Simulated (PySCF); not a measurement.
## SmO: frontier orbitals

LC-ωPBE at R = 1.814 Å; PySCF, spin-free X2C with a Gaussian nucleus, basis sets Sm x2c-SVPall, O x2c-SVPall. State: septet, about 5.7 electrons in the 4f shell (Mulliken), real f orbitals that mix terms. Only the outer orbitals are listed, counted within each symmetry.

```tsv
spin	orbital	occ.	ε (eV)	on Sm (%)	main shells (%)
α	8π	1	-8.21	86	76 Sm f, 14 O p, 9 Sm d
α	8π	1	-8.02	82	69 Sm f, 18 O p, 13 Sm d
α	15σ	1	-5.90	94	41 Sm s, 39 Sm f, 11 Sm p
α	16σ	0	0.37	98	52 Sm s, 32 Sm f, 12 Sm d
α	9π	0	1.75	99	70 Sm p, 27 Sm d
α	9π	0	1.86	99	74 Sm p, 25 Sm d
β	15σ	0	0.03	99	88 Sm s
β	8π	0	2.41	100	72 Sm p, 27 Sm d
β	3δ	0	2.42	100	100 Sm d
```

Q: Which are the highest filled and the lowest empty level, where do they sit, and how wide is the gap?

A: Highest filled α 15σ at -5.90 eV (in %: 41 Sm s, 39 Sm f, 11 Sm p); lowest empty β 15σ at 0.03 eV (in %: 88 Sm s); the gap at LC-ωPBE is 5.93 eV. An empty level above zero is unbound, and its energy depends on the basis.

| Item | Value |
| --- | --- |
| bond order (Mayer) | 2.35 |
| ⟨S²⟩ | 12.036 |
| charge on Sm (Mulliken, basis-dependent) | 0.41 |
| charge on Sm (Löwdin, basis-dependent) | 0.16 |
| dipole moment (positive dipole means Sm(−)O(+)) | -4.82 D |

Spin–orbit coupling is left out. With d or f electrons several states lie close, and the lowest PBE0 determinant need not be the measured ground state.
